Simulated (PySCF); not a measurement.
Li(OH) (HLiO), SMILES [Li][OH]. Heavy atoms are numbered as in [Li:1][OH:2]. Hydrogens are named by the atom that carries them.

Geometry: B3LYP-D3(BJ)/def2-TZVPD. The isomer is the one that the SMILES or the coordinates give; other isomers of the formula were not compared.

Level of theory: HF/def2-TZVPD in PySCF.

ESP charges are fitted to the potential on shells at 1.4 to 2.0 van der Waals radii. Atomic charges (e), one atom of each kind:

```
atom     meta-Löwdin  ESP fit
-------  -----------  -------
Li1             0.90     0.94
O2 (OH)        -1.21    -1.49
H on O2         0.31     0.55
```
